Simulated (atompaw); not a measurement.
## PBE PAW (atompaw) dataset for lanthanum (La), non-relativistic all-electron reference.

```json
{
  "Element": "La",
  "Generator": "atompaw 4.2.0.5",
  "Type": "PAW",
  "Functional": "PBE",
  "Relativity": "non-relativistic",
  "Frozen core": "[Kr] 4d10",
  "Valence charge": "11",
  "Reference configuration": "4f0 5s2 5p6 5d1 6s1.5 6p0 (charge +0.5)",
  "Partial waves": "5s (bound): rc 1.90 bohr; 6s (bound): rc 3.00 bohr; 5p (bound): rc 2.45 bohr; 6p (bound, empty): rc 3.00 bohr; 5d (bound): rc 3.00 bohr; 5d channel at 2.25 Ry: rc 3.00 bohr; 4f (bound, empty): rc 1.85 bohr; 4f channel at -0.05 Ry: rc 1.85 bohr",
  "Local potential": "bessel scheme, radius 2.80 bohr",
  "Core correction": "smooth core density matched at 2.80 bohr",
  "Augmentation charge": "sinc compensation charge, radius 2.40 bohr; PAW radius 3.00 bohr; waves and projectors: custom polynom2 7 10 vanderbiltortho"
}
```

All-electron outer shells of the reference configuration (PBE, non-relativistic, ld1.x):

| shell | level (eV) | outermost node (bohr) | outermost maximum (bohr) |
| --- | --- | --- | --- |
| 4p | -198.15 | 0.35 | 0.65 |
| 4d | -110.42 | 0.32 | 0.67 |
| 5s | -38.66 | 0.81 | 1.47 |
| 5p | -25.06 | 0.84 | 1.60 |
| 4f | -10.53 | – | 0.72 |
| 5d | -6.30 | 0.94 | 2.13 |
| 6s | -5.66 | 1.94 | 3.88 |
| 6p | -3.36 | 2.21 | 4.74 |

Question: Does the generator finish with these settings?

Answer: Yes, a potential is produced.

Question: Estimate the cutoffs (Ry, on a coarse ladder) from which the occupation-weighted sum of valence levels, in a spherical-Bessel basis at the reference potential, stays within 10 and 1 mRy of its value at 400 Ry.

Answer: 30 Ry and 60 Ry.

Question: Does the potential have ghost states?

Answer: No extra level below or beside the all-electron valence levels (s, p, d, f tested).

Question: Is the overlap operator S = 1 + Σ q|β⟩⟨β| positive definite (Bessel basis up to 400 Ry)?

Answer: Yes: its lowest eigenvalue is 0.39 (s channel).
